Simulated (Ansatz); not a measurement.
Reaction (redistribution): `CC(C)[O][MgH]` + `C[CH](C)[AlH][Cl]` → `[MgH2]` + `CC(C)[O][Al]([Cl])[CH](C)C`

Program: Ansatz. Geometries: PBE0-D4/def2-TZVP. ΔE: electronic, gas phase. CCSD(T)/CBS is the MP2 limit (def2-TZVPP, def2-QZVPP) plus CCSD(T) − MP2 in def2-TZVPP, frozen cores. DFT in def2-TZVPP. B3LYP here is the variant with VWN-RPA as its local correlation; programs differ in this. HSE06 is defined as in plane-wave codes. For Mg outer-core shells are correlated without core-valence functions, which leaves a few kJ/mol of doubt a bond. One conformer a species, not always the lowest.

Is it downhill or uphill in electronic energy at CCSD(T)/CBS, and by how much? (Best estimate.)

Ansatz gave: Downhill: ΔE = -7.8 kJ/mol.

What do these levels give: revPBE-D4, B97M-V, PBE0-D4, r2SCAN0-D4, BHLYP-D4, ωB97X-V, revPBE, B3LYP, HSE06, MP2/def2-SVP, MP2/def2-TZVPP, CCSD/def2-TZVPP? (An estimate is asked.)

Computed: revPBE-D4 -16.8, B97M-V -28.5, PBE0-D4 -17.6, r2SCAN0-D4 -17.2, BHLYP-D4 -21.7, ωB97X-V -17.6, revPBE -4.5, B3LYP -8.4, HSE06 -10.7, MP2/def2-SVP -1.9, MP2/def2-TZVPP -13.5, CCSD/def2-TZVPP -15.9 kJ/mol.

Largest T1 diagnostic among the species: 0.011.

Leaving LDA and LC-ωPBE aside and taking each functional with its dispersion term where it has one, the values, not all of them listed here, spread over 17.6 kJ/mol, from B97M-V to B2PLYP. LDA lies −8.3 kJ/mol from PBE without D4. The D4 term adds −10.8 kJ/mol with B3LYP and −7.0 kJ/mol with PBE0; it sums over pairs of atoms, weighted by their polarisabilities, and B3LYP, whose exchange is more repulsive, gets the larger term.
